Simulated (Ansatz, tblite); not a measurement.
Cost and result up the ladder for Hg₃Se₄ (the lowest singlet isomer of a short search) (7 atoms). Total charge 0; singlet. Geometry: PBE-D4/def2-SVP.

```xyz
7

Hg   -0.026    2.198   -0.419
Hg   -1.783   -0.307    0.891
Hg    1.794   -0.574   -0.721
Se   -2.479    1.977    0.089
Se   -0.505   -2.384    1.535
Se    0.565   -2.771   -0.553
Se    2.434    1.860   -0.822
```

Ansatz on 4 threads of Arm Neoverse V2 on a shared host; xTB runs through tblite on one thread. Times are rough, summed over both states, and most runs start from the orbitals of an earlier one. PBE0-D4/def2-SVP serves as the yardstick here, not as an exact answer. The other state is a doublet.

In the def2 sets Hg takes a core potential; there is no spin–orbit coupling. The xTB rows come from tblite. HOMO above LUMO, or a gap near zero within one spin, warns that the state may not be the lowest or that an electron is smeared out. The structure comes from a short search, and lower isomers may exist.

Raw xTB energies of ions are shifted by several eV.

| level | functions | vertical IE (eV) | difference from PBE0-D4/def2-SVP (eV) | remarks |
| --- | --- | --- | --- | --- |
| PBE-D4/def2-SVP | 224 | 7.65 | -0.40 | gap within one spin near zero (+1 doublet) |
| GFN2-xTB | 48 | 13.29 | 5.24 | – |
| PBE0-D4/def2-SVP | 224 | 8.06 | 0.00 | – |
| GFN1-xTB | 48 | 12.77 | 4.71 | – |

Question: Estimate how long each takes.

Answer: GFN1-xTB 0.013 s; GFN2-xTB 0.016 s; PBE-D4/def2-SVP 16 s; PBE0-D4/def2-SVP 40 s. On shared hardware such times vary by a factor of up to 3.
